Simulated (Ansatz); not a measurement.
Ansatz (a first-principles code) input:

Ansatz 0.2 input:
```yaml
crystal:
  periodic: [false, false, false]
  atoms:
    - {symbol: C, position_ang: [-0.41242515, 1.13172067, 0.09549684]}
    - {symbol: C, position_ang: [-1.17432082, -0.26707102, -0.02010710]}
    - {symbol: C, position_ang: [0.23743747, -0.10853685, -0.10731364]}
    - {symbol: O, position_ang: [1.36600834, -0.64794088, 0.00404908]}
    - {symbol: H, position_ang: [-0.24098977, 1.64340885, 1.03950987]}
    - {symbol: H, position_ang: [-0.60514458, 1.78075226, -0.75351799]}
    - {symbol: H, position_ang: [-1.76007099, -0.34683833, -0.93084648]}
    - {symbol: H, position_ang: [-1.57583831, -0.80209227, 0.83718457]}
    - {symbol: H, position_ang: [1.34982802, -1.62838038, -0.03317929]}
basis:
  gaussian:
    orbitals: def2-TZVPD
hamiltonian:
  xc: {name: PBE0}
total_charge: 1
output: {forces: true}
```

Question: Which total energy does the run end on?

Answer: -192.04537 Eh (PBE0/def2-TZVPD). The basis has 196 functions.

It need not be the lowest isomer of its formula.
